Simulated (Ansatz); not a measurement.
Cartesian coordinates in Å:
```
O 1.798 2.150 -1.031
C 1.236 1.275 -0.515
N 0.696 0.367 0.046
Si -0.548 -0.737 0.394
Cl -2.145 -0.424 -0.846
H -0.045 -2.105 0.168
H -0.993 -0.527 1.785
```

Charge 0, multiplicity 1.

**Question.** List the PBE/def2-TZVPP orbital energies in eV (Ansatz). (An estimate is asked.)

**Answer.** Ansatz gave: Occupied: -2739.27, -1781.44, -511.81, -381.33, -272.69, -249.85, -190.54, -190.38, -190.37, -139.02, -95.82, -95.76, -95.69, -28.15, -23.76, -20.90, -15.78, -12.64, -11.89, -11.81, -11.74, -9.99, -9.84, -8.46, -8.09, -7.79, -7.52. Lowest empty: -1.28, -0.53, -0.44, 0.39, 0.52, 1.29, 1.55, 3.04.
